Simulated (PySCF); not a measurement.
# Reading the logs of faulty runs: BClGeH5Si

All numbers below are calculated, not measured. The program is PySCF 2.14.0, an open-source quantum chemistry code, run on an isolated molecule that a program drew, which may never have been made. The molecule is BClGeH5Si (charge 0, doublet), drawn as the SMILES string `[SiH2][BH][GeH2][Cl]`.

Each row is a Hartree-Fock (HF) and frozen-core CCSD(T) single point in the cc-pV(D+d)Z basis, meant for a local HF minimum. Run 1 is clean. Each other run has one planted mistake out of seven kinds, and not every kind appears here: one electron removed, one electron added, multiplicity raised by two, geometry at a saddle point, minimal basis STO-3G, one bond length entered in bohr, all coordinates scaled. The reference is restricted for singlets and unrestricted otherwise, and also for a bond in bohr. Adding or removing an electron swaps singlet and doublet. Electrons count all cores. HOMO and LUMO are orbital energies over both spins, the gradient is its largest component, and the lowest frequency (negative if imaginary) is given only where the gradient is small. Bond lengths are over the 8 bonds as drawn. T1 is the CCSD diagnostic: over 0.02 (restricted) or 0.045 (unrestricted) a single reference is doubtful. Germanium has the cc-pVDZ-PP basis, with a core potential (ECP10MDF) in place of its 10 inner electrons, and its 3s, 3p and 3d shells are frozen in CCSD(T).

Geometry of the clean run:
```xyz
9
BClGeH5Si, angstrom
Si   -2.1423   -0.0467    2.2093
B    -1.7191    0.2779    0.3536
Ge   -1.0252   -1.1677   -0.9590
Cl   -0.8342   -3.1067    0.0675
H    -2.0199   -1.3448    2.8908
H    -2.6356    1.0089    3.1148
H    -1.8624    1.3854   -0.0836
H     0.3749   -0.8805   -1.5034
H    -1.9745   -1.4418   -2.1264
```

| run | electrons | basis functions | <S^2> | HOMO (eV) | LUMO (eV) | gradient (hartree/bohr) | lowest frequency (cm^-1) | mean bond (Å) | longest bond (Å) | T1 | HF (hartree) | CCSD(T) (hartree) | mistake |
|---|---|---|---|---|---|---|---|---|---|---|---|---|---|
| 1 | 73 | 108 | 0.760 | -8.75 | -0.06 | 1.9e-05 | 65 | 1.6763 | 2.202 | 0.0134 | -1069.39815 | -1069.87352 | no fault |
| 2 | 72 | 108 | 0.000 | -15.38 | -7.12 | 5.0e-02 | - | 1.6763 | 2.202 | 0.0139 | -1069.10744 | -1069.56289 | one electron removed |
| 3 | 73 | 108 | 3.784 | -5.91 | -2.62 | 5.0e-02 | - | 1.6763 | 2.202 | 0.0205 | -1069.24088 | -1069.71124 | multiplicity raised by two |
| 4 | 74 | 108 | 0.000 | -1.71 | 7.05 | 4.0e-02 | - | 1.6763 | 2.202 | 0.0142 | -1069.42895 | -1069.94695 | one electron added |
| 5 | 73 | 108 | 1.732 | -8.22 | -0.77 | 7.1e-03 | - | 1.9212 | 4.162 | 0.0289 | -1069.28612 | -1069.73655 | ? |

**Which mistake was planted in run 5, and what did it cost?**

The mean bond changes by a factor of 1.146 and the longest by 1.890, so the molecule wasn't scaled as a whole. A length L in bohr read as angstrom grows by (1/0.5292 - 1) L = 0.890 L. The 8 bonds together grew by 8 x 0.2449 = 1.959 Å, which gives L = 2.202 Å. That is bond Ge3-Cl4, 2.202 Å in the clean geometry. So the mistake is: one bond length entered in bohr. Subtracting run 1 and multiplying by 627.51 kcal/mol a hartree, the energy moved by 70.3 kcal/mol in HF and 85.9 kcal/mol in CCSD(T).

